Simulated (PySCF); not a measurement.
A geometry optimisation on `C[P+](C)(C)[Al-]([Br])([Br])[Br]` ([AlBr3(PMe3)]).

Method: PBE0-D3(BJ)/def2-SVP geometry optimisation, gas phase (PySCF 2.14.0). Start geometry: GFN2-xTB. A driver script takes a list of jobs; this job's settings line and coordinates (Å) are shown.

Command:
```bash
OMP_NUM_THREADS=1 python probes_run.py task.json out
```

Input:
```
{"job": {"xc": "PBE0", "basis": "def2-SVP", "d3": "d3bj", "grid": 1, "shake": 0.01, "kind": "geom"}, "charge": 0, "multiplicity": 1}
C     -0.768520    -0.056420     1.660680
P     -0.026750    -0.010340    -0.001720
C     -0.305230    -1.708900    -0.617180
C     -1.161420     0.983560    -0.994300
Al     2.340350     0.777650    -0.071330
Br     2.706170     0.596560    -2.293080
Br     3.271440    -0.782940     1.299670
Br     2.045460     2.871830     0.777360
H     -0.214670    -0.680750     2.328290
H     -1.818590    -0.390560     1.603800
H     -0.785650     0.973020     2.081300
H      0.305490    -2.399680     0.001140
H      0.023570    -1.761820    -1.652100
H     -1.356720    -1.968060    -0.543010
H     -2.204800     0.559750    -0.911180
H     -1.190730     2.023560    -0.622890
H     -0.875910     0.985370    -2.035290
```

Output:
```
step   0  E = -8423.78743199  max force = 0.027909
step   1  E = -8423.79206113  max force = 0.006884
step   2  E = -8423.79241854  max force = 0.001539
step   3  E = -8423.79246253  max force = 0.001096
step   4  E = -8423.79246957  max force = 0.000684
step   5  E = -8423.79247345  max force = 0.000362
optimisation converged
```

Energies in Eh; «max force» is the largest Cartesian gradient component in Eh/bohr.

**Question.** How much energy does the optimisation release, in kcal/mol?

**Answer.** E(step 0) − E(last step) = 0.005041 Eh, which is 3.2 kcal/mol.

**Question.** Give the first gradient maximum in eV/Å.

**Answer.** With 1 Eh/bohr = 51.422 eV/Å, 1.435 eV/Å.

In short: final energy -8423.79247 Eh after 5 steps; dipole 7.37 D.

Hardware: an Arm Neoverse V2 with one thread, no GPU, shared host with 192 logical CPUs at a one-minute load of 14. Cost: 3.8 min wall, 1.6 GiB resident at most.
Labels such as C1 count atoms from 1, the log's own numbers from 0.
